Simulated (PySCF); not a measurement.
Geometry (Å), atoms numbered from 1 in this order:
```xyz
23

C     2.8379   -0.1739    0.3220
C     1.7021    0.8405    0.3793
C     0.5495    0.3261    1.2144
C    -0.4703   -0.6618    0.6916
C    -0.4625   -1.1977   -0.7207
C    -1.8277   -1.6777   -1.1820
P    -1.1379    1.0166    1.0220
P    -1.4995    2.2941   -0.7014
H     3.2118   -0.4145    1.3283
H     3.6788    0.2324   -0.2573
H     2.5248   -1.1124   -0.1584
H     2.0572    1.7805    0.8297
H     1.3635    1.0910   -0.6383
H     0.7944    0.1961    2.2776
H    -0.8420   -1.3749    1.4403
H     0.2591   -2.0326   -0.7320
H    -0.0606   -0.4450   -1.4166
H    -2.5531   -0.8487   -1.2230
H    -1.7672   -2.1131   -2.1887
H    -2.2360   -2.4468   -0.5094
H    -1.8610    1.1503    2.2258
H    -2.9158    2.1940   -0.5626
H    -1.3824    3.4922    0.0644
```

Total charge +1.

Geometry: PBE0-D3(BJ)/def2-SVP; GIAO absolute shieldings from PySCF 2.14, gas phase, non-relativistic, averaged over equivalent atoms.

At B3LYP/pcSseg-1 (225 basis functions, 46 s wall time on 1 thread of an Arm Neoverse V2, shared host):
| atoms | σ (ppm) |
| --- | --- |
| C3/C4 | 138.7 |
| C2/C5 | 157.6 |
| C1/C6 | 163.5 |
| P7 | 487.8 |
| P8 | 525.3 |
| H21 | 27.13 |
| H22/H23 | 27.55 |
| H14/H15 | 28.51 |
| H13/H16 | 29.45 |
| H12/H17 | 29.58 |
| H9/H10/H11/H18/H19/H20 | 29.97 |

What do these become at PBE0/pcSseg-1?

Answers


```tsv
atoms	σ at PBE0/pcSseg-1	change
C3/C4	145.0	+6.3
C2/C5	164.0	+6.4
C1/C6	169.2	+5.7
P7	509.0	+21.2
P8	552.3	+27.0
H21	26.94	-0.19
H22/H23	27.36	-0.19
H14/H15	28.37	-0.14
H13/H16	29.36	-0.09
H12/H17	29.48	-0.10
H9/H10/H11/H18/H19/H20	29.87	-0.10
```

The largest change is at P8 (phosphorus bonded to P, 2 H). Cost: 225 basis functions, 47 s wall time on 1 thread of an Arm Neoverse V2, shared host. The order of the carbon signals is the same at both levels.
